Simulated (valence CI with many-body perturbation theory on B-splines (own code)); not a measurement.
**Hyperfine factors and g values of Se XXX**

Computed by relativistic CI+MBPT: three valence electrons over a frozen Dirac-Fock core [He], a basis of 11 s, 11 p, 9 d, 7 f, 5 g, 2 h, 1 i functions for each j, with the one-electron correlation potential Σ1 (screened to all orders), the two-electron term Σ2, the three-electron term Σ3, Breit, model QED; selected single and double excitations, second order for the rest (own B-spline code, finite nucleus).

No measured spectrum was set against this ion. As an estimate, large intervals hold to a few tenths of a per cent, small ones and those within an open d or f shell to about a per cent.

A/g_I is the dipole constant over the nuclear g factor μ/I (μ in nuclear magnetons, uniformly magnetised nucleus), B/Q the quadrupole constant per barn. Both hold the static response of the core; the bare values leave it out. Large factors of s and p1/2 electrons are usually good to 5 to 10 %; those of open d and f shells near neutrality can be off by tens of per cent, and small factors of p3/2, d and f electrons come from cancelling terms and can be off by a factor of two or in sign, in half-filled shells by more. B is blank for J = 1/2, where it vanishes, and for nearly pure S terms. Energies count from the lowest level.

Levels are named by their leading jj configuration (3d3/2^4 stands for four electrons in 3d with j = 3/2), which in mixed levels can hold well under half, so a name can repeat and another be missing. Letters in brackets count levels of one name in rising energy.

```tsv
Level	E (Ry)	g	A/g_I (MHz)	A/g_I bare	B/Q (MHz/b)	B/Q bare
(2s^2 2p1/2) J=1/2	0.00	0.657	392000	388000		
(2s^2 2p3/2) J=3/2	3.50	1.327	70400	73300	130000	130000
(2s 2p1/2^2) J=1/2	5.78	2.528	920000	909000		
(2s 2p1/2 2p3/2) J=3/2 [a]	7.90	1.709	314000	313000	105000	105000
(2s 2p1/2 2p3/2) J=5/2	9.02	1.495	344000	342000	-40900	-41000
(2s 2p1/2 2p3/2) J=3/2 [b]	11.44	0.878	-22300	-17700	139000	140000
(2s 2p1/2 2p3/2) J=1/2	12.21	1.097	-403	1880		
(2s 2p3/2^2) J=5/2	12.94	1.291	324000	320000	171000	172000
(2s 2p3/2^2) J=1/2	15.95	1.691	1120000	1100000		
(2s 2p3/2^2) J=3/2	16.06	1.260	-124000	-115000	-88200	-88400
(2p1/2^2 2p3/2) J=3/2	18.42	1.625	35100	44800	70300	70500
(2p1/2 2p3/2^2) J=3/2	21.08	1.234	22700	26800	70800	71000
(2p1/2 2p3/2^2) J=5/2	21.87	1.193	130000	133000	-849	-852
(2p1/2 2p3/2^2) J=1/2	23.60	0.657	393000	386000		
(2p3/2^3) J=3/2	26.13	1.256	69800	73900	-139000	-140000
(2s^2 3s) J=1/2	135.78	1.999	356000	350000		
(2s^2 3p1/2) J=1/2	138.07	0.667	107000	106000		
(2s^2 3p3/2) J=3/2	139.05	1.336	49700	50100	39000	39100
(2s 2p1/2 3s) J=1/2 [a]	140.30	2.526	732000	719000		
(2s 2p1/2 3s) J=3/2	140.95	1.651	573000	564000	-66100	-66300
(2s^2 3d3/2) J=3/2	141.09	0.797	16600	16500	7460	7580
(2s^2 3d5/2) J=5/2	141.39	1.198	6210	6190	10100	10300
(2s 2p1/2 3s) J=1/2 [b]	141.72	0.736	452000	446000		
(2s 2p1/2 3p1/2) J=1/2 [a]	142.27	0.211	-85600	-82700		
(2s 2p1/2 3p1/2) J=3/2	142.86	1.208	490000	482000	-50900	-51100
(2s 2p1/2 3p3/2) J=3/2 [a]	143.70	1.454	103000	103000	24000	24000
(2s 2p3/2 3s) J=5/2	143.71	1.594	360000	356000	132000	133000
(2s 2p1/2 3p1/2) J=1/2 [b]	143.86	2.118	1070000	1060000		
(2s 2p1/2 3p3/2) J=1/2	144.14	1.167	-427000	-419000		
(2s 2p1/2 3p3/2) J=5/2	144.20	1.378	292000	289000	-9970	-10000
(2s 2p1/2 3p3/2) J=3/2 [b]	144.53	1.233	164000	162000	44500	44600
(2s 2p3/2 3s) J=3/2 [a]	144.59	1.375	384000	381000	103000	104000
(2s 2p1/2 3d3/2) J=3/2 [a]	145.10	0.504	-117000	-114000	16500	16600
(2s 2p1/2 3d3/2) J=5/2	145.54	1.089	146000	144000	-11900	-11900
(2s 2p1/2 3d5/2) J=5/2 [a]	146.02	1.373	204000	200000	-283	-194
(2s 2p1/2 3d5/2) J=7/2	146.24	1.271	206000	203000	-43000	-43000
(2s 2p1/2 3d3/2) J=3/2 [b]	146.24	1.307	103000	101000	23800	23900
(2s 2p3/2 3p1/2) J=3/2 [a]	146.28	1.576	413000	409000	89000	89300
(2s 2p1/2 3d3/2) J=1/2	146.28	0.302	-457000	-450000		
(2s 2p3/2 3p1/2) J=5/2	146.47	1.399	311000	309000	94100	94400
```

(1) Take the isotope of mass number 79, with I = 7/2, μ = -1.018 μN and Q = 0.8 b. What is the hyperfine structure of (2s^2 2p1/2) J=1/2?

## Answers

(1) From the table A = -114000 MHz. Shifts from the centre of gravity in MHz: F = 3: 256000, F = 4: -200000.
